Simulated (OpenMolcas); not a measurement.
# d3 ions of charge +3 down a group with 6 chloride ligands in octahedral coordination

```yaml
Program: OpenMolcas
Method: CASSCF
Spin-orbit_coupling: state interaction with AMFI integrals over the reference wave functions
```

The d shell is active. Anionic complexes are neutralised by point charges behind the ligands. Distances were set from a Shannon-type radius of the metal (high-spin where two are listed) plus a fixed donor radius (Cl 1.76 Å). Ligand basis ANO-RCC-VDZP, DKH2 Hamiltonian. States (labels of O, the rotations of Oh). Energies in cm-1 above the lowest state or level, χT in cm3 K/mol; 10Dq and B are least-squares fits to the states below 45000 cm-1, weighted by degeneracy, with a free offset, and given where the rms deviation is under 5 % of |10Dq| (or 100 cm-1) and under 700 cm-1. Spin-only χT is S(S+1) / 2 for the spin of the ground state.

```tsv
Ion	Shell	R (Å)	Metal basis	Outer charge (e at Å behind ligand)	Ground state	First state of that spin	10Dq	B (rms of fit)	First gap with spin-orbit (degeneracies)	χT at 300 K	First state of another spin	Spin-only χT
Cr3+	3d3	2.38	ANO-RCC-VTZP	0.5 at 2.6	4A2	4T2 10330			10227 (4, 2)	1.821	2E 19073	1.875
Mo3+	4d3	2.45	ANO-RCC-VDZP	0.5 at 2.6	4A2	4T2 17828	17362	638 (355)	13352 (4, 4)	1.754	2E 13479	1.875
```

The rows also differ in their metal basis, so part of each step comes from that.

χT departs most from the spin-only value for Mo3+, by -0.121 cm3 K/mol.

Without dynamic correlation the repulsion within the d shell is too large (B by tens of per cent), so at a given field states of lower spin stand too high. Ligand-to-metal charge-transfer states are missing. With no ligand orbital active B as a rule stays too high, so bands that hang on it stand too high and its fall with covalency is understated. With metal d orbitals alone and no dynamic correlation the field as a rule comes out too small, by tens of per cent, by up to half for chloride and softer ligands (holds for Cr3+). The least metal-like active orbital is 78 % on the metal (Löwdin) and no ligand orbital is active, so the numbers are rough (holds for Mo3+). With metal d orbitals alone the field can be off either way by tens of per cent (holds for Mo3+). No measured value stands beside these numbers; the geometry was imposed, not optimised, and the real ion may take another.
